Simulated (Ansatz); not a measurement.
A structure relaxed at PBE0-D4/def2-TZVP, charge 0, multiplicity 1:

```xyz
12

N     1.670    0.941   -0.443
Si   -0.026    1.243   -0.569
Si   -1.008   -0.808   -0.033
N    -0.663   -1.188    1.592
Cl   -0.159   -2.138   -1.416
H     2.049    0.162   -0.962
H     2.316    1.715   -0.445
H    -0.523    1.699   -1.904
H    -0.367    2.305    0.415
H    -2.470   -0.948   -0.235
H    -1.074   -1.993    2.038
H     0.254   -0.989    1.961
```

Problem. Give its formula and SMILES.

Solution. ClH7N2Si2, `N[SiH2][SiH](N)Cl`.

Problem. Summarise the bond lengths by kind.

Solution. 2 × N–Si 1.704 to 1.727 Å; 4 × H–N 1.008 to 1.009 Å; 1 × Si–Si 2.336 Å; 3 × H–Si 1.482 to 1.495 Å; 1 × Cl–Si 2.098 Å.

Results of the Gaussian-basis code of Ansatz.
